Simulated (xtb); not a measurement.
IK, triplet, at the geometry of the source list (GFN-xTB shapes and energies of metal compounds can be far from the true ones) (a higher spin typed on purpose: for a closed-shell molecule this is an excited state); GFN2-xTB with ALPB(cs2) run with xtb.

xtb was given this input:
```
$ xtb mol.xyz --gfn 2 --uhf 2 --alpb cs2 --json

# file mol.xyz
2

K     -1.05890000    -0.75220000    -0.90220000
I      1.05890000     0.75220000     0.90220000
```

Q: What does xtb print? Leave out banner, timings and long lists.

A: 
```
   ID    Z sym.   atoms
    1   19 K      1
    2   53 I      2

           -------------------------------------------------
          |                Calculation Setup                |
           -------------------------------------------------

           -------------------------------------------------
          |                 G F N 2 - x T B                 |
           -------------------------------------------------

      * Solvation model:               ALPB
        Solvent                        cs2
        Parameter file                 internal GFN2-xTB/ALPB
        Dielectric constant                2.6400E+00
        Reference state                gsolv [1 M gas/solution]
        Free energy shift                  4.9805E-03 Eh       3.1253E+00 kcal/mol
        Temperature                        2.9815E+02 K
        Density                            1.2600E+00 kg/L
        Solvent mass                       7.6140E+01 g/mol
        Interaction kernel             P16
        Born radius scaling (c1)           1.3548E+00
        Born radii integrator          GBOBC
        Born offset                        0.0000E+00 a0       0.0000E+00 AA
        H-bond correction              false
        Ion screening                  false
        Surface tension                    1.0000E-05 Eh       1.5569E+01 dyn/cm
        Grid points                               230 per atom

          ...................................................
          :                      SETUP                      :
          :.................................................:
          :  # basis functions                  14          :
          :  # atomic orbitals                  13          :
          :  # shells                            5          :
          :  # electrons                         8          :
          :  max. iterations                   250          :
          :  Hamiltonian                  GFN2-xTB          :
          :  restarted?                      false          :
          :  GBSA solvation                   true          :
          :  PC potential                    false          :
          :  electronic temp.          300.0000000     K    :
          :  accuracy                    1.0000000          :
          :  -> integral cutoff          0.2500000E+02      :
          :  -> integral neglect         0.1000000E-07      :
          :  -> SCF convergence          0.1000000E-05 Eh   :
          :  -> wf. convergence          0.1000000E-03 e    :
          :  Broyden damping             0.4000000          :
          :  net charge                          0          :
          :  unpaired electrons                  2          :
          ...................................................

 iter      E             dE          RMSdq      gap      omega  full diag
   1     -3.4806591 -0.348066E+01  0.245E+01    4.37       0.0  T
   2     -3.9429917 -0.462333E+00  0.178E+01    3.19       1.0  T
   3     -3.9456012 -0.260954E-02  0.101E+01    3.32       1.0  T
   4     -3.9462150 -0.613814E-03  0.518E+00    3.44       1.0  T
   5     -3.9464719 -0.256887E-03  0.342E+00    3.47       1.0  T
   6     -3.9464550  0.169677E-04  0.349E+00    3.48       1.0  T
   7     -3.9457997  0.655299E-03  0.660E+00    3.53       1.0  T
   8     -3.9466635 -0.863871E-03  0.200E+00    3.54       1.0  T
   9     -3.9467509 -0.873130E-04  0.216E-02    3.54       3.3  T
  10     -3.9467509 -0.343655E-07  0.280E-02    3.53       2.5  T
  11     -3.9467509 -0.338896E-08  0.286E-02    3.53       2.5  T
  12     -3.9467509 -0.177522E-07  0.143E-03    3.53      49.5  T
  13     -3.9467509 -0.471014E-10  0.283E-04    3.53     249.5  T
  14     -3.9467509 -0.207789E-11  0.832E-06    3.53    8494.3  T

   *** convergence criteria satisfied after 14 iterations ***

 transition dipole moment (au) for excitation:           4           5
     X       Y       Z
  -0.2416  -0.1716  -0.2058  total (au/Debye):    0.361   0.917
 dE (eV)             :    7.936
 oscillator strength :  0.35791E-01

         :::::::::::::::::::::::::::::::::::::::::::::::::::::
         ::                     SUMMARY                     ::
         :::::::::::::::::::::::::::::::::::::::::::::::::::::
         :: total energy              -3.942793168159 Eh    ::
         :: total w/o Gsasa/hb        -3.935069742930 Eh    ::
         :: gradient norm              0.024383757935 Eh/a0 ::
         :: HOMO-LUMO gap              3.529420001937 eV    ::
         ::.................................................::
         :: SCC energy                -3.946750906789 Eh    ::
         :: -> isotropic ES            0.000939023499 Eh    ::
         :: -> anisotropic ES         -0.003468173600 Eh    ::
         :: -> anisotropic XC         -0.007817007970 Eh    ::
         :: -> dispersion             -0.000536216940 Eh    ::
         :: -> Gsolv                  -0.007893445200 Eh    ::
         ::    -> Gelec               -0.000170019970 Eh    ::
         ::    -> Gsasa               -0.012703893251 Eh    ::
         ::    -> Ghb                  0.000000000000 Eh    ::
         ::    -> Gshift               0.004980468022 Eh    ::
         :: repulsion energy           0.003957738630 Eh    ::
         :: add. restraining           0.000000000000 Eh    ::
         :: total charge              -0.000000000000 e     ::
         :::::::::::::::::::::::::::::::::::::::::::::::::::::

           -------------------------------------------------
          |                Property Printout                |
           -------------------------------------------------

    * Orbital Energies and Occupations

         #    Occupation            Energy/Eh            Energy/eV
      -------------------------------------------------------------
         1        2.0000           -0.7785926             -21.1866
         2        1.6697           -0.4504403             -12.2571
         3        1.6697           -0.4504403             -12.2571
         4        1.6606           -0.4504014             -12.2560
         5        1.0000           -0.1587689              -4.3203 (HOMO)
         6                         -0.0290651              -0.7909 (LUMO)
         7                         -0.0290651              -0.7909
         8                         -0.0181356              -0.4935
         9                         -0.0181356              -0.4935
        10                         -0.0173264              -0.4715
        11                         -0.0102088              -0.2778
        12                         -0.0102088              -0.2778
        13                          0.2244804               6.1084
      -------------------------------------------------------------
                  HL-Gap            0.1297038 Eh            3.5294 eV
             Fermi-level           -0.2718429 Eh           -7.3972 eV

     #   Z          covCN         q      C6AA      α(0)
     1  19 K        0.729     0.073   231.284    54.141
     2  53 I        0.729    -0.073   376.358    33.493

 Mol. C6AA /au·bohr⁶  :       1088.616267
 Mol. C8AA /au·bohr⁸  :     142420.238646
 Mol. α(0) /au        :         87.633220

Wiberg/Mayer (AO) data.
largest (>0.10) Wiberg bond orders for each atom

 ---------------------------------------------------------------------------
     #   Z sym  total        # sym  WBO       # sym  WBO       # sym  WBO
 ---------------------------------------------------------------------------
     1  19 K   -0.147
     2  53 I   -0.147
 ---------------------------------------------------------------------------

molecular dipole:
                 x           y           z       tot (Debye)
 q only:       -0.290      -0.206      -0.247
   full:        1.702       1.209       1.450       6.459
molecular quadrupole (traceless):
                xx          xy          yy          xz          yz          zz
 q only:       -0.000      -0.000       0.000      -0.000      -0.000       0.000
  q+dip:       -2.379      -6.588       2.216      -7.902      -5.613       0.163
   full:       -2.302      -6.376       2.144      -7.648      -5.433       0.158

           -------------------------------------------------
          | TOTAL ENERGY               -3.942793168159 Eh   |
          | GRADIENT NORM               0.024383757935 Eh/α |
          | HOMO-LUMO GAP               3.529420001937 eV   |
           -------------------------------------------------

normal termination of xtb
```
